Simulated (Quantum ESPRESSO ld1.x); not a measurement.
Pb XIII, 70 electrons, occupied as [Xe] 4f14 5d2 (the NIST ground configuration).

All-electron calculation, Dirac Kohn-Sham, PBE, spin-unpolarised, spherical densities, point nucleus; open shells fill j = l - 1/2 first. Program: ld1.x of Quantum ESPRESSO 7.5.

Energy parts (eV):
part                    energy
total                  -568338
kinetic                 662053
electron-nucleus      -1423553
Hartree                 203562
exchange-correlation    -10400

Orbitals (lengths in bohr, moments of r in powers of bohr; <r^-3> diverges for s and p1/2; r(90%) holds 90 % of the orbital's charge):
| orbital | occ. | eigenvalue (eV) | <r^2> | <r^-3> | <r> | r(90%) | small-component weight |
|---|---|---|---|---|---|---|---|
| 1s1/2 | 2 | -88203.657 | 0.0003571 | - | 0.01604 | 0.0294 | 9.80e-02 |
| 2s1/2 | 2 | -15944.685 | 0.005361 | - | 0.06689 | 0.105 | 2.26e-02 |
| 2p1/2 | 2 | -15318.861 | 0.003774 | - | 0.05487 | 0.0918 | 2.27e-02 |
| 2p3/2 | 4 | -13128.800 | 0.004956 | 23390 | 0.06379 | 0.104 | 1.99e-02 |
| 3s1/2 | 2 | -3993.076 | 0.03473 | - | 0.1739 | 0.256 | 7.60e-03 |
| 3p1/2 | 2 | -3711.287 | 0.03157 | - | 0.1644 | 0.248 | 7.55e-03 |
| 3p3/2 | 4 | -3222.354 | 0.03790 | 5526 | 0.1806 | 0.270 | 6.75e-03 |
| 3d3/2 | 4 | -2760.485 | 0.02890 | 970.2 | 0.1569 | 0.244 | 6.64e-03 |
| 3d5/2 | 6 | -2656.415 | 0.03061 | 791.9 | 0.1618 | 0.250 | 6.43e-03 |
| 4s1/2 | 2 | -1071.055 | 0.1663 | - | 0.3836 | 0.550 | 2.62e-03 |
| 4p1/2 | 2 | -949.073 | 0.1686 | - | 0.3848 | 0.559 | 2.53e-03 |
| 4p3/2 | 4 | -829.057 | 0.1995 | 1363 | 0.4190 | 0.607 | 2.22e-03 |
| 4d3/2 | 4 | -630.613 | 0.2068 | 217.6 | 0.4232 | 0.630 | 2.02e-03 |
| 4d5/2 | 6 | -608.148 | 0.2173 | 173.5 | 0.4341 | 0.646 | 1.94e-03 |
| 4f5/2 | 6 | -350.853 | 0.2355 | 38.54 | 0.4449 | 0.703 | 1.59e-03 |
| 5s1/2 | 2 | -349.810 | 0.7557 | - | 0.8233 | 1.16 | 7.68e-04 |
| 4f7/2 | 8 | -345.722 | 0.2416 | 36.54 | 0.4508 | 0.712 | 1.56e-03 |
| 5p1/2 | 2 | -306.009 | 0.8359 | - | 0.8644 | 1.23 | 6.97e-04 |
| 5p3/2 | 4 | -279.978 | 0.9705 | 299.1 | 0.9321 | 1.32 | 6.18e-04 |
| 5d3/2 | 2 | -213.969 | 1.232 | 40.47 | 1.047 | 1.50 | 4.93e-04 |
| 5d5/2 | 0 | -209.812 | 1.281 | 32.54 | 1.068 | 1.53 | 4.78e-04 |

The highest occupied level is 5d3/2 at -213.97 eV. For comparison, the ionisation energy in NIST's Atomic Spectra Database is 224 eV (theoretical). In exact Kohn-Sham theory the highest level is minus the ionisation energy, but local and semilocal functionals leave it too shallow, through self-interaction and a potential that decays too fast; potentials with the right tail come closer.

Beside tabulated values, note that spin-unpolarised runs miss the spin-polarisation part of the exchange energy of open shells.
